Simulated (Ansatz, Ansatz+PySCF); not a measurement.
```yaml
atoms:
  - { symbol: C, position_ang: [-0.0482, -0.0073, -0.0109] }
  - { symbol: C, position_ang: [-0.0075, 0.8079, 1.2554] }
  - { symbol: C, position_ang: [-0.0392, 0.0065, 2.5065] }
  - { symbol: C, position_ang: [-0.0197, 0.8678, 3.7610] }
  - { symbol: H, position_ang: [0.0443, 0.6281, -0.8873] }
  - { symbol: H, position_ang: [0.9053, -0.6670, -0.0434] }
  - { symbol: H, position_ang: [-0.8796, -0.6595, 0.0242] }
  - { symbol: H, position_ang: [-0.9237, 1.5120, 1.2907] }
  - { symbol: H, position_ang: [0.8323, 1.5013, 1.2729] }
  - { symbol: H, position_ang: [0.9183, -0.6407, 2.5026] }
  - { symbol: H, position_ang: [-0.8820, -0.6694, 2.5778] }
  - { symbol: H, position_ang: [0.0329, 0.2245, 4.6480] }
  - { symbol: H, position_ang: [0.8929, 1.5344, 3.8128] }
  - { symbol: H, position_ang: [-0.8451, 1.4707, 3.8369] }
```

Basis set: def2-SVP (spherical functions). Correlated methods keep 4 orbitals frozen. Charge 0, multiplicity 1.

Computed with Ansatz (development build ahead of 0.2.0); each method stands on the lowest determinant of its kind that the runs found. Restricted open shells among the atoms or ions are ROHF, correlated in semicanonical orbitals with singles.

Q: Give the atomization energy at this shape (free ground-state atoms in the same class of orbitals less the molecule, no zero-point energy) of singlet C4H10 by RHF-MP2, RHF.

A:

```json
{"method": "RHF-MP2", "atomization energy": "54.11 eV"}
{"method": "RHF", "atomization energy": "43.94 eV"}
```

Caution: the shape is not the minimum.
